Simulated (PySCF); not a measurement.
B₃H₆N₃. Atoms are numbered in the order given.

```xyz
12

B      1.4560     0.0000     0.0000
N      0.7070     1.2245     0.0000
B     -0.7280     1.2609     0.0000
N     -1.4139     0.0000     0.0000
B     -0.7280    -1.2609     0.0000
N      0.7070    -1.2245     0.0000
H      2.6729     0.0000     0.0000
H      1.2171     2.1080     0.0000
H     -1.3365     2.3148     0.0000
H     -2.4341     0.0000     0.0000
H     -1.3365    -2.3148     0.0000
H      1.2171    -2.1080     0.0000
```

Geometry: PBE-D3(BJ)/def2-SVP.

Method: PBE-D3(BJ)/def2-SVP (PySCF).

Frequencies are harmonic and unscaled.

Modes within 1.5 cm⁻¹ of each other (mostly degenerate sets) share a row, with their intensities summed.

| mode | ν (cm⁻¹) | IR (km/mol) | moving atoms (share of kinetic energy) |
|---|---|---|---|
| 1–2 | 286 | 0.0 | N 42 %, H 30 %, B 28 % |
| 3 | 406 | 16.1 | H 50 %, N 34 %, B 16 % |
| 4–5 | 512 | 1.4 | N 54 %, B 37 %, H 8 % |
| 6–7 | 701 | 0.0 | H 85 %, N 10 % |
| 8 | 712 | 54.6 | H 75 %, B 22 % |
| 9 | 842 | 0.0 | N 92 % |
| 10–11 | 893 | 0.0 | H 64 %, B 31 % |
| 12 | 903 | 149.8 | H 67 %, B 22 %, N 11 % |
| 13–14 | 921 | 0.1 | H 63 %, B 26 %, N 10 % |
| 15 | 927 | 0.0 | B 89 %, H 10 % |
| 16 | 1007 | 0.0 | H 98 % |
| 17–18 | 1045 | 3.2 | H 80 %, N 16 % |
| 19 | 1228 | 0.0 | H 64 %, B 36 % |
| 20 | 1267 | 0.0 | N 54 %, B 28 %, H 17 % |
| 21–22 | 1349 | 0.0 | H 46 %, B 37 %, N 17 % |
| 23–24 | 1458 | 861.6 | B 46 %, N 43 %, H 11 % |
| 25–26 | 2548 | 559.4 | H 91 %, B 9 % |
| 27 | 2557 | 0.0 | H 90 %, B 10 % |
| 28 | 3561 | 0.0 | H 93 % |
| 29–30 | 3563 | 113.7 | H 93 % |
